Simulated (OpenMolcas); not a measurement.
**V3+, Nb3+, Ta3+: d2 down the group**

```json
{
 "Program": "OpenMolcas 26.06",
 "Method": "CASSCF",
 "Basis": "ANO-R3",
 "Scalar Hamiltonian": "X2C, finite nucleus",
 "Spin-orbit coupling": "state interaction with AMFI integrals over the reference wave functions, term energies averaged over their components"
}
```

Active space for each ion: 2 electrons in 5 orbitals (d).

Computed levels in cm-1 above 3F2:

| Level | V3+ | Nb3+ | Ta3+ |
| --- | --- | --- | --- |
| 3F3 | 330 | 1039 | 4524 |
| 3F4 | 757 | 2283 | 8824 |
| 1D2 | 14046 | 11066 | 13608 |
| 3P0 | 16602 | 12164 | 13131 |
| 3P1 | 16717 | 12570 | 15500 |
| 3P2 | 16965 | 13597 | 20533 |
| 1G4 | 21591 | 16712 | 20863 |
| 1S0 | 52420 | 39588 | 43404 |
| weight of 3F in the lowest level (%) | 100 | 99 | 94 |

Mixed levels, with the weight of the term that names them: Ta3+ 1D2 (58 %), Ta3+ 3P2 (62 %).

Measured, with the error of the calculation in %. Measured levels: V3+ from Sugar and Corliss, J. Phys. Chem. Ref. Data 7, 1191 (1978).

| Level | V3+ |
| --- | --- |
| 3F3 | 325 (+1.4) |
| 3F4 | 735 (+3.1) |
| 1D2 | 10959 (+28.2) |
| 3P1 | 13239 (+26.3) |
| 3P2 | 13458 (+26.1) |
| 1G4 | 18391 (+17.4) |
| 1S0 | 42462 (+23.5) |

The fine-structure level 3F4 changes by a factor of 11.7 from V3+ to Ta3+.

Without spin-orbit coupling 1D lies 13634, 10014, 9593 cm-1 above 3F in that order; the difference to the level 1D2, of either sign, comes from spin-orbit coupling, which also lowers the zero.

Without dynamic correlation excited terms often stand tens of per cent too high (terms of higher spin than the ground term too low), and those without a measured partner can miss by more than the paired ones. Measured partners are found by configuration, term and J. A level has none where our copy of the source lacks it or the pairing is in doubt (some pairs that miss far off the trend of their configuration count as doubtful), and it then counts in no deviation. Levels of configurations outside the active space are missing.
